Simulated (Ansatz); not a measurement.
`B[CH](Cl)[GaH2]`. Total charge 0; spin multiplicity 1.

```xyz
9

B     0.541   -1.282    0.178
C    -0.021   -0.103    0.879
Cl    0.973    1.397    1.121
Ga   -0.563    0.939   -0.821
H    -0.175   -2.239    0.087
H     1.608   -1.254   -0.358
H    -0.843   -0.086    1.584
H    -1.845    1.786   -0.579
H     0.324    0.841   -2.091
```

Q: List the harmonic frequencies (cm⁻¹, unscaled) at PBE0-D4/def2-TZVP in Ansatz. (An estimate is asked.)

A: Computed: 138, 165, 287, 333, 418, 450, 546, 582, 612, 721, 822, 896, 956, 1097, 1189, 1297, 2016, 2038, 2576, 2669, 3210.

Q: Is this a minimum?

A: Yes, all 21 modes are real.

Q: Give the ideal-gas thermochemistry at 298.15 K and 1 bar (rigid rotor, harmonic oscillator; point group C1, symmetry number 1).

A: Zero-point energy 137.7 kJ/mol; H(298) − E = 156.8 kJ/mol; entropy 332.4 J/(mol·K), of which translation 169.8, rotation 112.0, vibration 50.6; G(298) − E = 57.7 kJ/mol.

Q: And at 400, 500, 600, 800 and 1000 K?

A: 
| T (K) | H − E (kJ/mol) | S (J/mol/K) | G − E (kJ/mol) |
| --- | --- | --- | --- |
| 400 | 168.0 | 364.7 | 22.2 |
| 500 | 180.7 | 392.8 | -15.7 |
| 600 | 194.5 | 418.0 | -56.3 |
| 800 | 224.9 | 461.6 | -144.4 |
| 1000 | 258.0 | 498.5 | -240.5 |
